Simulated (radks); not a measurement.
Values are calculated unless marked as measured or tabulated.
These are the eigenvalues of the occupied orbitals of an atom or ion with whole-number occupations (hartree). Level of theory: scalar-relativistic Kohn-Sham, PBEsol, spin-polarised, spherical densities, finite nucleus; Fermi nuclear charge, rms radius of each element as measured or else 0.836 A^(1/3) + 0.57 fm (a radial shooting solver on a logarithmic mesh with Libxc functionals).

| orbital | eigenvalue |
|---|---|
| 1s up | -355.6085 |
| 1s down | -355.6078 |
| 2s up | -48.59358 |
| 2s down | -48.41695 |
| 2p up | -42.91422 |
| 2p down | -42.78111 |
| 3s up | -10.33560 |
| 3s down | -10.03654 |
| 3p up | -8.60900 |
| 3p down | -8.31225 |
| 3d up | -5.81191 |

Which element is it, and in what charge state? The configuration may be excited. Open shells, if any, are filled with parallel spins first.

Answer. Z = 30, zinc, charge +7: Zn7+ in [Ar] 3d5. The list shows which subshells hold electrons but not how many an open one holds; the 1s level, -355.61 hartree, gives Z - s = 26.7 by -(Z - s)^2/2, which with screening and relativity narrows Z to a few neighbours, and the depths of the outer levels then fix element, charge and occupations together.
